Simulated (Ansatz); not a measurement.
```yaml
crystal:
  periodic: [false, false, false]
  atoms:
    - {symbol: N, position_ang: [-0.929662, 0.533572, -0.049089]}
    - {symbol: Si, position_ang: [0.158213, 0.385743, -0.379622]}
    - {symbol: C, position_ang: [0.768521, -0.418753, 0.293778]}
    - {symbol: S, position_ang: [0.042464, -1.303300, 0.498023]}
    - {symbol: H, position_ang: [-1.253669, 0.552089, -0.436298]}
    - {symbol: H, position_ang: [-0.892985, 1.062673, 0.489844]}
    - {symbol: H, position_ang: [0.084128, -0.011083, -1.197994]}
    - {symbol: H, position_ang: [0.680614, 1.234716, -0.405013]}
    - {symbol: H, position_ang: [0.955622, -0.183763, 1.019471]}
    - {symbol: H, position_ang: [1.418516, -0.616801, 0.009383]}
    - {symbol: H, position_ang: [-0.775228, -0.913763, 0.449566]}
basis:
  gaussian: {orbitals: def2-TZVPP}
hamiltonian: {xc: {name: wB97M-V}}
scf: {lower_state_search: full}
output: {forces: true}
```

```sh
$ ansatz run in.yaml --threads 4 --pin off --events-out ev --progress --plain --max-ram 10444MiB
```

Shortened log:

```
Functional definition: wB97M-V
1330 factors; their error is unknown
307 factors; integrals over basis functions are off by at most 2.7e-6 eV
mean field evaluation 1: about -21230.2461 eV, gradient 1.4e2 eV
mean field evaluation 2: about -21233.5342 eV, gradient 1.2e2 eV
mean field evaluation 4: about -21257.8008 eV, gradient 3.7e0 eV
mean field evaluation 8: about -21257.8239 eV, gradient 6.7e-2 eV
mean field evaluation 16: about -21257.8354 eV, gradient 6.8e-5 eV
mean field -21257.83543547 eV, -781.2110431753 hartree, gradient 6.8e-5 eV, S^2 0.000000; 0 other end points of the search recorded, 0 dependent functions left out
reference -21257.83547737 eV, -781.2110447148 hartree; 25, 25 occupied and 219, 219 virtual orbitals, 1330 factors
Total energy: -21257.83547737 eV, -781.2110447148 hartree
Atom 0 at    -0.929662     0.533572    -0.049089 Å, force    27.669049    -5.265579   123.001056 eV/Å
Atom 1 at     0.158213     0.385743    -0.379622 Å, force    34.012842    25.492338   -20.163037 eV/Å
Atom 2 at     0.768521    -0.418753     0.293778 Å, force    40.100781    14.167571    15.661462 eV/Å
Atom 3 at     0.042464    -1.303300     0.498023 Å, force   -10.429165   -80.402258    16.639206 eV/Å
Atom 4 at    -1.253669     0.552089    -0.436298 Å, force  -105.341916     6.028968  -119.886017 eV/Å
Atom 5 at    -0.892985     1.062673     0.489844 Å, force    -1.849306    18.549044    19.119185 eV/Å
Atom 6 at     0.084128    -0.011083    -1.197994 Å, force    -2.340682   -18.033168   -40.132168 eV/Å
Atom 7 at     0.680614     1.234716    -0.405013 Å, force    15.506108    25.373278    -1.383988 eV/Å
Atom 8 at     0.955622    -0.183763     1.019471 Å, force     8.075751     9.907087    22.373998 eV/Å
Atom 9 at     1.418516    -0.616801     0.009383 Å, force    31.072032    -8.134288   -14.256639 eV/Å
Atom 10 at    -0.775228    -0.913763     0.449566 Å, force   -36.475496    12.317007    -0.973058 eV/Å
Dipole moment:     0.044407     0.546344     0.158737 e Å
```

**Question.** Something in this input is off. What?

**Answer.** The geometry is squeezed to about two thirds of its size. The calculation finished and met its thresholds. The result belongs to that input, not to the molecule as meant.
